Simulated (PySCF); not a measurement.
# Correlation energy of Mg²⁺ (magnesium, charge +2)

[Ne], closed-shell 1S. Computed with PySCF 2.14 in x2c-TZVPPall, with the spin-free X2C one-electron Hamiltonian (Gaussian nucleus). Frozen: 1s2; 8 electrons correlated.

```tsv
level	correlation energy (mhartree)
CCSD	-161.11
(T)	-1.02
CCSD(T)	-162.13
CCSDT	-162.15
```

Diagnostics: T1 = 0.0033, D1 = 0.0051, largest double amplitude 0.019.

Cost of the coupled-cluster step: about 0.13 core-seconds, for 8 correlated electrons.

This basis was not built for core-valence correlation, so the inner-shell part is incomplete.
